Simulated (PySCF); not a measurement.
Mg(Et)(SiMe3), SMILES C[CH2][Mg][Si](C)(C)C (C₅H₁₄MgSi), GFN2-xTB optimised geometry.

```
21

Mg    -1.20    -0.67     0.00
C     -2.75     0.81     0.00
C     -1.87     2.01     0.36
H     -3.56     0.75     0.74
H     -3.24     1.02    -0.96
H     -1.07     2.13    -0.38
H     -1.42     1.87     1.35
H     -2.44     2.95     0.38
Si     1.34    -0.67     0.00
C      1.91     0.64     1.29
C      1.80     0.08    -1.72
C      2.52    -2.17     0.24
H      2.98     0.83     1.24
H      1.40     1.59     1.14
H      1.69     0.31     2.31
H      1.19     0.96    -1.93
H      1.62    -0.64    -2.52
H      2.84     0.38    -1.77
H      2.33    -2.95    -0.50
H      2.39    -2.63     1.22
H      3.56    -1.88     0.15
```

Density from PBE0/def2-SVP in PySCF at that geometry.

Minimum of the electron density along straight lines between bonded atoms, close to the bond critical point (lines longer than 1.1 times the sum of covalent radii, or with two minima, are not listed):

| bond | length / Å | ρ at the minimum / e bohr⁻³ | ∇²ρ there / e bohr⁻⁵ | position (fraction from the first atom) |
|---|---|---|---|---|
| Mg1–C2 | 2.142 | … | … | 0.41 |
| C2–C3 | 1.530 | 0.236 | … | 0.49 |
| C2–H4 | 1.097 | 0.265 | -0.90 | 0.62 |
| C2–H5 | 1.098 | 0.264 | -0.89 | 0.62 |
| C3–H6 | 1.098 | 0.269 | -0.94 | 0.62 |
| C3–H7 | 1.097 | 0.270 | -0.95 | 0.62 |
| C3–H8 | 1.095 | 0.271 | -0.97 | 0.62 |
| Mg1–Si9 | 2.539 | 0.040 | 0.09 | 0.38 |
| Si9–C10 | 1.928 | 0.104 | 0.29 | 0.38 |
| Si9–C11 | 1.930 | 0.104 | 0.29 | 0.38 |
| Si9–C12 | 1.930 | 0.104 | 0.28 | 0.38 |
| C10–H13 | 1.088 | 0.270 | -0.96 | 0.62 |
| C10–H14 | 1.089 | 0.270 | -0.95 | 0.62 |
| C10–H15 | 1.089 | 0.270 | -0.95 | 0.62 |
| C11–H16 | 1.091 | 0.269 | -0.94 | 0.62 |
| C11–H17 | 1.089 | 0.270 | -0.95 | 0.62 |
| C11–H18 | 1.088 | 0.270 | -0.96 | 0.62 |
| C12–H19 | 1.087 | 0.271 | -0.96 | 0.62 |
| C12–H20 | 1.087 | 0.271 | -0.96 | 0.62 |
| C12–H21 | 1.088 | 0.270 | -0.96 | 0.62 |

Problem. Some entries are withheld; supply them.

Solution. 
- Mg1–C2, ρ at the minimum / e bohr⁻³: 0.049
- Mg1–C2, ∇²ρ there / e bohr⁻⁵: 0.22
- C2–C3, ∇²ρ there / e bohr⁻⁵: -0.51
